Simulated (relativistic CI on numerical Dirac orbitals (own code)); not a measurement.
What each ingredient does to the levels of Ce14+

Base calculation: Dirac-Coulomb-Breit CI, orbitals from a KLI potential per configuration, model QED, unscaled Slater integrals.

Configuration list (outside the closed core [Ar] 3d10): 4s2.4p6.4d8, 4s2.4p5.4d9, 4s2.4p6.4d7.4f, 4s.4p6.4d9, 4s2.4p6.4d7.5s, 4s2.4p5.4d8.4f, 4s2.4p6.4d7.5p, 4s2.4p6.4d6.4f.5s, 4s.4p6.4d8.4f, 4s2.4p6.4d7.5d, 4s2.4p6.4d6.5s.5p, 4s2.4p5.4d8.5s, 4s2.4p6.4d7.6s, 4s2.4p6.4d7.5f, 4s2.4p6.4d7.6p, 4s2.4p6.4d7.6d, 4s2.4p6.4d7.6f, 4s2.4p6.4d7.7p, 4s2.4p5.4d8.5d, 4s2.4p6.4d7.7f, 4p6.4d9.4f, 4p6.4d9.5p, 4p6.4d10, 4p5.4d10.4f, 4s2.4p6.4d6.5s2, 4s2.4p6.4d5.4f.5s2, 4s2.4p5.4d6.4f.5s2, 4s2.4p6.4d5.5s2.5p. Double excitations out of closed p, d and f shells are left out; levels of such configurations are missing from the list, as are those of other unlisted configurations, and high levels can miss mixing partners. These lack a partner that the ground configuration has and come out too high: 4s2.4p5.4d8.5s, 4s2.4p5.4d8.5d.

Variants: (1) P86 correlation estimate. Shifts of the energy above 4s2.4p6.4d8 3F_4, in cm⁻¹, for the lowest level and the first level of each name with at least 55 % of one term (blank where a level changes its place among those of its configuration and J or its character, or is not in the variant):

```tsv
Level	Base	Δ(1)
4s2.4p6.4d8 3F_4	0	0
4s2.4p6.4d8 3F_3	25987	-1
4s2.4p6.4d8 3P_0	49581	-1
4s2.4p6.4d8 3P_1	54941	0
4s2.4p6.4d8 1G_4	59534	0
4s2.4p6.4d8 1S_0	135013	-7
4s2.4p5.4d9 3F°_4	822175	+1028
4s2.4p5.4d9 3D°_3	822920	+1091
4s2.4p5.4d9 3P°_0	870830	+1062
4s2.4p6.4d7.4f 5G°_6	883449	+1326
4s2.4p6.4d7.4f 5G°_5	883971	+1326
4s2.4p6.4d7.4f 5G°_4	888257	+1326
4s2.4p6.4d7.4f 5G°_3	895776	+1324
4s2.4p6.4d7.4f 5G°_2	899945	+1326
4s2.4p6.4d7.4f 5H°_7	907860	+1325
4s2.4p6.4d7.4f 5F°_5	910935	+1326
4s2.4p6.4d7.4f 5I°_8	911140	+1325
4s2.4p6.4d7.4f 5F°_1	917214	+1318
4s2.4p6.4d7.4f 5D°_1	924101	+1324
4s2.4p6.4d7.4f 5D°_0	924147	+1325
4s2.4p6.4d7.4f 5H°_5	924887	+1325
4s2.4p6.4d7.4f 5P°_1	934090	+1326
```

At this charge energies of transitions that change n are usually good to better than 1 %, and those within a shell (Δn = 0) to a few per cent. Terms inside the open d or f shell come out 10 to 20 % too wide with unscaled integrals. Levels and lines within the n = 5 or 6 shells can be off by up to 10 % or somewhat more, and those that change n by about 2 %, since core polarisation is missing.

Ionisation energy from the two ground configurations alone: base 370.927 eV; P86 correlation estimate 372.744 eV. The NIST ASD value (theoretical) is 371 eV.

LS names give the leading component of a level, which can be under half, so a name can repeat, a term be missing and a line seem to break the LS rules.
